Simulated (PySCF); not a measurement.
## Diatomic cations of Rb with group 12

CCSD(T) with double-zeta basis sets in PySCF, for the lowest determinant that a PBE0 search found; no spin–orbit coupling. De refers to high-spin ground-configuration atoms (the charge goes to the atom of lower measured ionisation energy or higher electron affinity, which is not always the lowest computed limit).

```json
{"M": "Zn", "basis": "def2-SVP", "reference, frozen orbitals": "RHF, 5", "charged atom": "Rb+", "state (unpaired electrons)": "singlet (closed shell)", "Re (Å)": "3.735", "ωe (cm⁻¹)": "55.1", "De (eV)": "0.20"}
{"M": "Cd", "basis": "def2-SVP", "reference, frozen orbitals": "RHF, 0", "charged atom": "Rb+", "state (unpaired electrons)": "singlet (closed shell)", "Re (Å)": "3.890", "ωe (cm⁻¹)": "45.0", "De (eV)": "0.18"}
{"M": "Hg", "basis": "def2-SVP", "reference, frozen orbitals": "RHF, 0", "charged atom": "Rb+", "state (unpaired electrons)": "singlet (closed shell)", "Re (Å)": "3.751", "ωe (cm⁻¹)": "45.4", "De (eV)": "0.18"}
```

The shortest bond is that of RbZn⁺ (3.735 Å), the longest that of RbCd⁺ (3.890 Å).

Down a group the atoms grow and get heavier, so bonds lengthen and wavenumbers fall; the exceptions here are the shorter bond at Hg. Relativity and the filled 4f shell contract the atoms of the sixth period.

Correlated steps freeze the inner cores (0 to 5 orbitals); shallow outer-core shells are correlated. Weak bonds: RbCd⁺, RbHg⁺, RbZn⁺. Basis-set superposition, not corrected here, can be much of De in a small basis, most of all at correlated wavefunction levels. Spin–orbit coupling is left out. For an ion De counts to the pair picked by the measured ionisation energies or electron affinities, which need not be the lowest pair at this level.
